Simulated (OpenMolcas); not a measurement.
Computed levels of 5d⁴ in ions with 72 electrons, in cm-1 above ⁵D₀.

```yaml
Program: OpenMolcas 26.06
Method: CASSCF
Basis: ANO-RCC-VTZP
Scalar_Hamiltonian: DKH2, point nucleus
Spin-orbit_coupling: state interaction with AMFI integrals over the reference wave functions, term energies averaged over their components
```

Active space for each ion: 4 electrons in 5 orbitals (5d).

```csv
Level,Os4+,Ir5+,Au7+
⁵D₁,3613,5211,9382
⁵D₂,7190,9901,16611
⁵D₃,10273,13640,21585
³H₄,22180,25796,35057
³G₃,26828,30965,40708
³H₅,27287,32085,43330
³P₁(1),28047,33023,44729
³F₂(1),28082,32313,42010
³H₆,29629,34820,46797
```

Q: Estimate ⁵D₃, ³H₄, ³G₃ for Pt6+ from its neighbours Ir5+ and Au7+.

A: ⁵D₃ is fine structure, which grows about as the fourth power of a screened charge, so the fourth roots are averaged: ((13640^0.25 + 21585^0.25) / 2)^4 = 17272. The calculation gives 17132, so the estimate is off by +0.8 %.
³H₄ is another term, which grows about linearly with the charge: (25796 + 35057) / 2 = 30426. The calculation gives 29814, so the estimate is off by +2.1 %.
³G₃ is another term, which grows about linearly with the charge: (30965 + 40708) / 2 = 35836. The calculation gives 35342, so the estimate is off by +1.4 %.

Mixed levels, with the weight of the term that names them: Os4+ ⁵D₀ (73 %), Os4+ ³H₄ (61 %), Os4+ ³G₃ (62 %), Ir5+ ⁵D₀ (67 %), Ir5+ ³H₄ (58 %), Ir5+ ³G₃ (63 %), Ir5+ ³F₂(1) (70 %), Ir5+ ³H₆ (74 %), Pt6+ ⁵D₀ (62 %), Pt6+ ³H₄ (56 %), Pt6+ ³G₃ (63 %), Pt6+ ³P₁(1) (74 %), Pt6+ ³F₂(1) (65 %), Pt6+ ³H₆ (71 %), Au7+ ⁵D₀ (56 %), Au7+ ³H₄ (52 %), Au7+ ³G₃ (62 %), Au7+ ³P₁(1) (70 %), Au7+ ³F₂(1) (59 %), Au7+ ³H₆ (68 %).

Without dynamic correlation excited terms often stand tens of per cent too high (terms of higher spin than the ground term too low), and those without a measured partner can miss by more than the paired ones. Levels of configurations outside the active space are missing.

A number in round brackets counts repeated terms of one configuration in the order of the reference energies.
